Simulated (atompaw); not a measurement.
**Plane-wave convergence, PAW (atompaw) potential for Li**

| Quantity | Value |
| --- | --- |
| Element | Li |
| Generator | atompaw 4.2.0.5 |
| Type | PAW |
| Functional | PBE |
| Relativity | scalar-relativistic |
| Frozen core | [He] |
| Valence charge | 1 |
| Reference configuration | 2s0.5 2p0.5 |
| Partial waves | 2s (bound): rc 3.00 bohr; 2s channel at 0.1 Ry: rc 3.00 bohr; 2p (bound): rc 3.00 bohr; 2p channel at 0.9 Ry: rc 3.00 bohr; 3d channel at -0.1 Ry: rc 3.00 bohr; 3d channel at 2.3 Ry: rc 3.00 bohr |
| Local potential | vpsmatchnc scheme with l = 3 at 0 Ry, radius 2.45 bohr |
| Core correction | smooth core density matched at 2.60 bohr |
| Augmentation charge | sinc compensation charge, radius 2.40 bohr; PAW radius 3.00 bohr; waves and projectors: custom rrkj gramschmidtortho |

The pseudo-atom Hamiltonian at the reference potential is diagonalised in spherical Bessel functions j_l(qr) that vanish at 20 bohr, with q² up to the cutoff. All-electron valence levels (Ry): 2s -0.2305, 2p -0.0990.

Task: How do the lowest levels (Ry) of each channel move with the cutoff, and are there ghosts?

Result:

```json
{"cutoff (Ry)": "8", "s #1": "-0.2305", "p #1": "-0.0989", "p #2": "0.0231", "d #1": "0.0289", "d #2": "0.1214", "f #1": "0.0842", "Σ f·Δε (mRy)": "0.0"}
{"cutoff (Ry)": "10", "s #1": "-0.2305", "p #1": "-0.0989", "p #2": "0.0231", "d #1": "0.0289", "d #2": "0.1214", "f #1": "0.0842", "Σ f·Δε (mRy)": "0.0"}
{"cutoff (Ry)": "400", "s #1": "-0.2305", "p #1": "-0.0989", "p #2": "0.0231", "d #1": "0.0289", "d #2": "0.1214", "f #1": "0.0842", "Σ f·Δε (mRy)": "0.0"}
```

Result: no extra level below or beside the all-electron valence levels (s, p, d, f tested); 10 mRy is reached at 6 Ry and 1 mRy at 6 Ry.
